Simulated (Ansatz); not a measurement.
Consider the ligand exchange at the Si–O bond: `CC[SiH](Cl)O[SiH3]` + CH₃OH → `CC[SiH](Cl)OC` + silanol.

Program: Ansatz. Geometries: PBE0-D4/def2-TZVP. ΔE: electronic, gas phase. CCSD(T)/CBS adds triple-zeta CCSD(T) − MP2 to the extrapolated MP2 energy (def2 sets, frozen cores). This one scheme is used for every species. Functionals use def2-TZVPP. Each species was taken in one conformer, which may not be the lowest.

(1) Is it downhill or uphill in electronic energy at CCSD(T)/CBS, and by how much? (Estimate.)

(2) What do these levels give: PBE-D4, B97M-V, r2SCANh-D4, BHLYP-D4, ωB97X-V, r2SCAN0, BHLYP, CAM-B3LYP, CCSD(T)/def2-TZVPP, HF/def2-QZVPP, MP2/def2-QZVPP, SCS-MP2/def2-QZVPP? (An estimate is asked.)

Largest T1 diagnostic among the species: 0.011.

## Answers

(1) Ansatz gave: Uphill: ΔE = +16.3 kJ/mol.

(2) Ansatz gave: PBE-D4 12.8, B97M-V 14.3, r2SCANh-D4 14.9, BHLYP-D4 20.7, ωB97X-V 14.8, r2SCAN0 14.8, BHLYP 16.1, CAM-B3LYP 13.5, CCSD(T)/def2-TZVPP 15.4, HF/def2-QZVPP 20.9, MP2/def2-QZVPP 15.2, SCS-MP2/def2-QZVPP 16.3 kJ/mol.

In def2-TZVPP, CCSD(T) changes the Hartree–Fock value by −4.6 kJ/mol (the triples alone add −1.0 kJ/mol) and MP2 by −5.7 kJ/mol. The D4 term adds +4.0 kJ/mol with B3LYP and +2.5 kJ/mol with PBE0; it sums over pairs of atoms, weighted by their polarisabilities, and B3LYP, whose exchange is more repulsive, gets the larger term. From BLYP to BHLYP (50 % exact exchange), in def2-TZVPP and without D4, ΔE moves by +5.0 kJ/mol.

B3LYP here is the variant with VWN-RPA as its local correlation; programs differ in this.
